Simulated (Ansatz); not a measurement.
`O[SiH2]C[SiH2]O` + `N[SiH2]N` → `N[SiH2]N[SiH2]O` + `C[SiH2]O`  (ligand exchange at the Si–C bond)

Gas-phase electronic energies from Ansatz, PBE0-D4/def2-TZVP geometries. CBS: MP2 limit from def2 TZ/QZ plus the TZ coupled-cluster correction, frozen cores. This one scheme is used for every species. Functionals use def2-TZVPP. B3LYP here is the variant with VWN-RPA as its local correlation; programs differ in this. One conformer a species, not always the lowest.

```
             level  ΔE (kcal/mol)  difference from CCSD(T)/CBS
            PBE-D4          -11.1                          1.8
         r2SCAN-D4          -12.2                          0.7
           PBE0-D4          -11.5                          1.4
          B3LYP-D4          -12.8                          0.1
           ωB97X-V          -12.4                          0.5
           ωB97M-V          -12.3                          0.6
            B2PLYP          -13.7                         -0.8
               PBE          -11.7                          1.2
            r2SCAN          -12.3                          0.6
              PBE0          -12.0                          0.9
             B3LYP          -13.8                         -0.9
     HF/def2-TZVPP          -16.0                         -3.1
    MP2/def2-TZVPP          -13.1                         -0.2
SCS-MP2/def2-TZVPP          -13.8                         -0.9
   CCSD/def2-TZVPP          -13.4                         -0.5
CCSD(T)/def2-TZVPP          -13.0                         -0.1
     HF/def2-QZVPP          -16.3                         -3.4
    MP2/def2-QZVPP          -13.1                         -0.2
SCS-MP2/def2-QZVPP          -13.9                         -1.0
      HF/CBS(def2)          -16.3                         -3.4
     MP2/CBS(def2)          -13.0                         -0.1
    CCSD/CBS(def2)          -13.2                         -0.3
       CCSD(T)/CBS          -12.9                            0
```

Largest T1 diagnostic among the species: 0.011.

In def2-TZVPP, CCSD(T) changes the Hartree–Fock value by +3.0 kcal/mol (the triples alone add +0.4 kcal/mol) and MP2 by +2.9 kcal/mol. The D4 term adds +1.0 kcal/mol with B3LYP and +0.5 kcal/mol with PBE0; it sums over pairs of atoms, weighted by their polarisabilities, and B3LYP, whose exchange is more repulsive, gets the larger term.
